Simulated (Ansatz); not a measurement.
Mulliken charges of `F[C](I)I` radical from r2SCAN/def2-TZVPP in Ansatz (PBE0-D4/def2-TZVP geometry).

| atom | x (Å) | y (Å) | z (Å) | charge (e) |
| --- | --- | --- | --- | --- |
| F1 | 1.420 | -0.170 | 0.280 | -0.111 |
| C2 | 0.161 | 0.214 | 0.173 | 0.031 |
| I3 | -1.168 | -0.959 | 1.268 | 0.040 |
| I4 | -0.358 | 0.855 | -1.741 | 0.040 |

Question: By hand: the dipole of these point charges (1 e Å = 4.8032 D).

Answer: Σ q r = (-0.214, 0.021, -0.045) e Å, of length 0.220 e Å = 1.06 D.

Question: How does the dipole of the full density compare? (Estimate.)

Answer: Ansatz gave: (-0.107, -0.020, -0.041) e Å, 0.56 D; the point charges give 1.89 times that, at 18° from its direction.

Point charges leave out the atoms' own dipoles, such as those of lone pairs, and Mulliken's split depends on the basis, so the two needn't agree.
